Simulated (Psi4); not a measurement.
C6H12O3, singlet, at a GFN2-xTB geometry; Psi4 with PBE0/STO-3G.

Here is a job for Psi4.
```
memory 2 GB

molecule mol {
0 1
  C    -2.718314   -0.223419   -0.415586
  C    -1.657275    0.779383    0.033115
  C    -2.161850    1.625013    1.205125
  C    -0.420860    0.033343    0.495770
  O    -0.413224   -0.881546    1.274437
  O     0.685904    0.548392   -0.060626
  C     1.935088   -0.044621    0.299410
  C     2.289294   -1.168274   -0.677234
  O     2.547354   -0.684451   -1.969151
  H    -2.378670   -0.783141   -1.284242
  H    -3.638368    0.294636   -0.674017
  H    -2.921838   -0.925468    0.389217
  H    -1.373780    1.433568   -0.795945
  H    -2.386501    0.983290    2.053778
  H    -3.065542    2.156963    0.917939
  H    -1.410986    2.352104    1.506232
  H     1.868348   -0.439676    1.317060
  H     2.673658    0.757223    0.242549
  H     1.469460   -1.901046   -0.688260
  H     3.203125   -1.665362   -0.346791
  H     1.804328   -0.130802   -2.238397
}

set basis sto-3g
set reference rks
set scf_type pk
set puream true
set d_convergence 1e-8
set dft_radial_points 99
set dft_spherical_points 590

energy('pbe0')
print_variables()
```

What the program printed (banner, timings and long lists left out):

```
   => Loading Basis Set <=

    Name: STO-3G
    Role: ORBITAL
    Keyword: BASIS

         ---------------------------------------------------------
                                   SCF
               by Justin Turney, Rob Parrish, Andy Simmonett
                          and Daniel G. A. Smith
                              RKS Reference
         ---------------------------------------------------------

  ==> Geometry <==

    Molecular point group: c1
    Full point group: C1

    Geometry (in Angstrom), charge = 0, multiplicity = 1:

       Center              X                  Y                   Z               Mass
    ------------   -----------------  -----------------  -----------------  -----------------
         C           -2.764455116883    -0.207440407296    -0.412616915477    12.000000000000
         C           -1.703416116883     0.795361592704     0.036084084523    12.000000000000
         C           -2.207991116883     1.640991592704     1.208094084523    12.000000000000
         C           -0.467001116883     0.049321592704     0.498739084523    12.000000000000
         O           -0.459365116883    -0.865567407296     1.277406084523    15.994914619570
         O            0.639762883117     0.564370592704    -0.057656915477    15.994914619570
         C            1.888946883117    -0.028642407296     0.302379084523    12.000000000000
         C            2.243152883117    -1.152295407296    -0.674264915477    12.000000000000
         O            2.501212883117    -0.668472407296    -1.966181915477    15.994914619570
         H           -2.424811116883    -0.767162407296    -1.281272915477     1.007825032230
         H           -3.684509116883     0.310614592704    -0.671047915477     1.007825032230
         H           -2.967979116883    -0.909489407296     0.392186084523     1.007825032230
         H           -1.419921116883     1.449546592704    -0.792975915477     1.007825032230
         H           -2.432642116883     0.999268592704     2.056747084523     1.007825032230
         H           -3.111683116883     2.172941592704     0.920908084523     1.007825032230
         H           -1.457127116883     2.368082592704     1.509201084523     1.007825032230
         H            1.822206883117    -0.423697407296     1.320029084523     1.007825032230
         H            2.627516883117     0.773201592704     0.245518084523     1.007825032230
         H            1.423318883117    -1.885067407296    -0.685290915477     1.007825032230
         H            3.156983883117    -1.649383407296    -0.343821915477     1.007825032230
         H            1.758186883117    -0.114823407296    -2.235427915477     1.007825032230

  Running in c1 symmetry.

  Rotational constants: A =      0.10624  B =      0.02720  C =      0.02608 [cm^-1]
  Rotational constants: A =   3184.86237  B =    815.49574  C =    781.91477 [MHz]
  Nuclear repulsion =  483.471990315003609

  Charge       = 0
  Multiplicity = 1
  Electrons    = 72
  Nalpha       = 36
  Nbeta        = 36

  ==> Algorithm <==

  SCF Algorithm Type is PK.
  DIIS enabled.
  MOM disabled.
  Fractional occupation disabled.
  Guess Type is SAD.
  Energy threshold   = 1.00e-06
  Density threshold  = 1.00e-08
  Integral threshold = 1.00e-12

  ==> Primary Basis <==

  Basis Set: STO-3G
    Blend: STO-3G
    Number of shells: 39
    Number of basis functions: 57
    Number of Cartesian functions: 57
    Spherical Harmonics?: true
    Max angular momentum: 1

  ==> DFT Potential <==

   => LibXC <=

    Version 7.1.2
    S. Lehtola, C. Steigemann, M. J. T. Oliveira, and M. A. L. Marques,  SoftwareX 7, 1–5 (2018) (10.1016/j.softx.2017.11.002)

   => Composite Functional: PBE0 <=

    PBE0 Hyb-GGA Exchange-Correlation Functional

    C. Adamo and V. Barone,  J. Chem. Phys. 110, 6158 (1999) (10.1063/1.478522)
    M. Ernzerhof and G. E. Scuseria,  J. Chem. Phys. 110, 5029 (1999) (10.1063/1.478401)

    Deriv               =              1
    GGA                 =           TRUE
    Meta                =          FALSE

    Exchange Hybrid     =           TRUE
    MP2 Hybrid          =          FALSE

   => Exchange Functionals <=

    0.7500   Perdew, Burke & Ernzerhof

   => Exact (HF) Exchange <=

    0.2500               HF

   => Correlation Functionals <=

    1.0000   Perdew, Burke & Ernzerhof

   => LibXC Density Thresholds  <==

    XC_HYB_GGA_XC_PBEH:  1.00E-15

   => Molecular Quadrature <=

    Radial Scheme          =       TREUTLER
    Pruning Scheme         =           NONE
    Nuclear Scheme         =       TREUTLER

    Blocking Scheme        =         OCTREE
    BS radius alpha        =              1
    Pruning alpha          =              1
    Radial Points          =             99
    Spherical Points       =            590
    Total Points           =        1126967
    Total Blocks           =           7639
    Max Points             =            256
    Max Functions          =             52
    Weights Tolerance      =       1.00E-15

  ==> Integral Setup <==

  Using in-core PK algorithm.
   Calculation information:
      Number of atoms:                  21
      Number of AO shells:              39
      Number of primitives:            117
      Number of atomic orbitals:        57
      Number of basis functions:        57

      Integral cutoff                 1.00e-12
      Number of threads:                 1

  Performing in-core PK
  Using 2734062 doubles for integral storage.
  We computed 248955 shell quartets total.
  Whereas there are 304590 unique shell quartets.

  ==> DiskJK: Disk-Based J/K Matrices <==

    J tasked:                  Yes
    K tasked:                  Yes
    wK tasked:                  No
    Schwarz Cutoff:          1E-12

  Minimum eigenvalue in the overlap matrix is 1.9957745015E-01.
  Reciprocal condition number of the overlap matrix is 7.7896620426E-02.
    Using symmetric orthogonalization.

  ==> Pre-Iterations <==

  SCF Guess: Superposition of Atomic Densities via on-the-fly atomic UHF (no occupation information).

   -------------------------
    Irrep   Nso     Nmo
   -------------------------
     A         57      57
   -------------------------
    Total      57      57
   -------------------------

  ==> Iterations <==

                        Total Energy        Delta E     RMS |[F,P]|

   @RKS iter SAD:  -450.72696152763410   -4.50727e+02   0.00000e+00
   @RKS iter   1:  -454.94367541154810   -4.21671e+00   8.49048e-03 DIIS/ADIIS
   @RKS iter   2:  -454.60618719655378    3.37488e-01   1.71141e-02 DIIS/ADIIS
   @RKS iter   3:  -455.08069610460956   -4.74509e-01   2.58710e-03 DIIS/ADIIS
   @RKS iter   4:  -455.09222599175803   -1.15299e-02   7.40805e-04 DIIS/ADIIS
   @RKS iter   5:  -455.09321909691892   -9.93105e-04   1.32829e-04 DIIS/ADIIS
   @RKS iter   6:  -455.09325216749698   -3.30706e-05   1.58562e-05 DIIS
   @RKS iter   7:  -455.09325269416615   -5.26669e-07   2.51236e-06 DIIS
   @RKS iter   8:  -455.09325271020839   -1.60422e-08   6.37613e-07 DIIS
   @RKS iter   9:  -455.09325271106610   -8.57710e-10   1.61010e-07 DIIS
   @RKS iter  10:  -455.09325271111697   -5.08749e-11   3.67257e-08 DIIS
   @RKS iter  11:  -455.09325271112056   -3.58114e-12   8.79354e-09 DIIS
  Energy and wave function converged.

  ==> Post-Iterations <==

   Electrons on quadrature grid:
      Ntotal   =   71.9999995417 ; deviation = -4.583e-07

    Orbital Energies [Eh]
    ---------------------

    Doubly Occupied:

       1A    -19.006550     2A    -18.931919     3A    -18.927645
       4A    -10.152164     5A    -10.114642     6A    -10.104718
       7A    -10.074066     8A    -10.049942     9A    -10.048952
      10A     -1.082007    11A     -0.996412    12A     -0.980687
      13A     -0.796153    14A     -0.737504    15A     -0.679621
      16A     -0.640695    17A     -0.589871    18A     -0.510690
      19A     -0.486941    20A     -0.475553    21A     -0.444120
      22A     -0.422901    23A     -0.409180    24A     -0.398840
      25A     -0.382958    26A     -0.373360    27A     -0.366796
      28A     -0.345719    29A     -0.337601    30A     -0.314717
      31A     -0.306061    32A     -0.253310    33A     -0.236694
      34A     -0.197285    35A     -0.163192    36A     -0.153383

    Virtual:

      37A      0.137255    38A      0.285389    39A      0.345349
      40A      0.384800    41A      0.389299    42A      0.409672
      43A      0.430616    44A      0.437592    45A      0.440987
      46A      0.468898    47A      0.474507    48A      0.487213
      49A      0.491771    50A      0.502267    51A      0.515125
      52A      0.519291    53A      0.525347    54A      0.532340
      55A      0.536313    56A      0.566536    57A      0.755397

    Final Occupation by Irrep:
              A
    DOCC [    36 ]
    NA   [    36 ]
    NB   [    36 ]

  @RKS Final Energy:  -455.09325271112056

   => Energetics <=

    Nuclear Repulsion Energy =            483.4719903150036089
    One-Electron Energy =               -1582.2622271115419608
    Two-Electron Energy =                 691.1866056491995778
    DFT Exchange-Correlation Energy =     -47.4896215637816184
    Empirical Dispersion Energy =           0.0000000000000000
    VV10 Nonlocal Energy =                  0.0000000000000000
    Total Energy =                       -455.0932527111204990

Computation Completed

Properties will be evaluated at   0.000000,   0.000000,   0.000000 [a0]

Properties computed using the SCF density matrix

 Multipole Moments:

 ------------------------------------------------------------------------------------
     Multipole            Electronic (a.u.)      Nuclear  (a.u.)        Total (a.u.)
 ------------------------------------------------------------------------------------

 L = 1.  Multiply by 2.5417464519 to convert [e a0] to [Debye]
 Dipole X            :          6.0286368           -6.2779658           -0.2493290
 Dipole Y            :         -1.7549240            2.1740499            0.4191259
 Dipole Z            :         -0.4066199            0.4039801           -0.0026397
 Magnitude           :                                                    0.4876868

 ------------------------------------------------------------------------------------

  Variable Map:
  ----------------------------------------------------------------------------
  "CURRENT ENERGY"              =>    -455.093252711121
  "CURRENT REFERENCE ENERGY"    =>    -455.093252711121
  "DD SOLVATION ENERGY"         =>       0.000000000000
  "DFT FUNCTIONAL TOTAL ENERGY" =>    -455.093252711120
  "DFT TOTAL ENERGY"            =>    -455.093252711120
  "DFT VV10 ENERGY"             =>       0.000000000000
  "DFT XC ENERGY"               =>     -47.489621563782
  "GRID ELECTRONS ALPHA"        =>      35.999999770859
  "GRID ELECTRONS BETA"         =>      35.999999770859
  "GRID ELECTRONS TOTAL"        =>      71.999999541718
  "NUCLEAR REPULSION ENERGY"    =>     483.471990315004
  "ONE-ELECTRON ENERGY"         =>   -1582.262227111542
  "PCM POLARIZATION ENERGY"     =>       0.000000000000
  "PE ENERGY"                   =>       0.000000000000
  "SCF ITERATION ENERGY"        =>    -455.093252711121
  "SCF ITERATIONS"              =>      11.000000000000
  "SCF TOTAL ENERGY"            =>    -455.093252711121
  "TWO-ELECTRON ENERGY"         =>     691.186605649200
  "XC GRID RADIAL POINTS"       =>      99.000000000000
  "XC GRID SPHERICAL POINTS"    =>     590.000000000000
  "XC GRID TOTAL POINTS"        => 1126967.000000000000

  Array Variable Map:
  ----------------------------------------------------------------------------
  "CURRENT DIPOLE"              =>      -0.249328995206 ... -0.002639743356 1 by 3
  "SCF DIPOLE"                  =>      -0.249328995206 ... -0.002639743356 1 by 3
  "SCF TOTAL ENERGIES"          =>    -450.726961527634 ... -455.093252711121 1 by 12
```
